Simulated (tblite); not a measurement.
Compound: C₅H₇FOSi.
Numbering: `[CH:1]#[C:2][Si@@H:3]([CH:4]=[O:5])[C@@H:6]([CH3:7])[F:8]` (hydrogens: H9 on C1; H10 on Si3; H11 on C4; H12 on C6; H13, H14, H15 on C7)

Structure used (GFN2-xTB), in Å, numbered top down from 1:
```xyz
15
C5H7FOSi angstrom
C      1.9467    1.4490    1.7159
C      0.8747    1.1637    1.2493
Si    -0.7504    0.6586    0.5290
C     -0.9269    1.6422   -1.1208
O     -1.0229    1.1308   -2.2064
C     -0.7074   -1.2157    0.0908
C      0.4861   -1.6253   -0.7580
F     -0.6869   -1.9431    1.2821
H      2.8819    1.7066    2.1240
H     -1.8623    0.9912    1.4226
H     -0.9309    2.7502   -1.0411
H     -1.6357   -1.5261   -0.4059
H      1.4162   -1.3599   -0.2595
H      0.4362   -1.1139   -1.7153
H      0.4773   -2.7005   -0.9285
```

Level: GFN2-xTB in tblite, geometry and Hessian alike; calculated harmonic values, unscaled, isolated species. The method is semi-empirical: single wavenumbers can be off by several per cent or more. Modes of hydrogen on silicon can be 10 to 20 % off. One conformer, not necessarily the lowest.

Harmonic wavenumbers (cm⁻¹): 38.4, 47.2, 77.2, 90.3, 123.4, 217.5, 223.0, 245.1, 273.4, 333.7, 400.2, 430.5, 558.0, 585.2, 604.1, 672.8, 685.2, 705.5, 728.1, 779.1, 906.4, 1000.5, 1065.3, 1116.7, 1247.5, 1284.6, 1362.5, 1401.6, 1476.9, 1495.0, 1750.2, 2197.2, 2248.0, 2700.6, 2896.6, 3027.0, 3037.0, 3052.2, 3356.3.

A = 1633, B = 1483, C = 994.8 MHz; mass 130.025 u (most abundant isotopes); point group C1, symmetry number 1.

**Question.** What is the zero-point energy?

**Answer.** ½Σν̃ = 22220 cm⁻¹ = 63.53 kcal/mol.

**Question.** What is S at 400 K and 1 bar for an ideal gas of classical rigid rotors and harmonic oscillators?

**Answer.** Translation 41.99, rotation 30.16, vibration 44.71: S = 116.9 cal/(mol K).

**Question.** And Cp and H(400 K) − H(0)?

**Answer.** Cp = 45.71 cal/(mol K), of which vibrations give 37.76 (their classical limit is 39 R = 77.5); H(400 K) − H(0) = 11.80 kcal/mol without the zero-point energy, 8.62 from vibrations.

**Question.** How do the functions run with temperature in this model?

**Answer.** 
| T (K) | S (cal/(mol K)) | Cp (cal/(mol K)) | H − H(0) (kcal/mol) | G − H(0) (kcal/mol) | ln q(vib) |
| --- | --- | --- | --- | --- | --- |
| 50 | 60.7 | 15.2 | 0.56 | -2.48 | 0.93 |
| 100 | 73.1 | 21.0 | 1.47 | -5.84 | 2.62 |
| 298.15 | 104.5 | 38.8 | 7.48 | -23.66 | 8.81 |
| 373.15 | 113.7 | 44.0 | 10.59 | -31.85 | 10.93 |
| 500 | 127.7 | 51.2 | 16.65 | -47.18 | 14.29 |
| 750 | 150.5 | 61.1 | 30.78 | -82.05 | 20.24 |
| 1000 | 169.0 | 67.7 | 46.93 | -122.06 | 25.45 |

q(vib) and H(0) count from the zero-point level.

**Question.** Which modes carry the vibrational entropy at 400 K?

**Answer.** 38.4 cm⁻¹: 5.92; 47.2 cm⁻¹: 5.51; 77.2 cm⁻¹: 4.54; 90.3 cm⁻¹: 4.23; 123.4 cm⁻¹: 3.62; 217.5 cm⁻¹: 2.52 cal/(mol K); the other 33 give 18.37 together.

Hindered rotation and anharmonicity are outside this model. Other conformers, if any are populated, would add a mixing term that is left out. The structure is chiral; the term R ln 2 for an equal mix with its mirror image is left out.

The run took 0.5 s on one thread of an Arm Neoverse V1, shared host. The figure is for the frequency step alone.
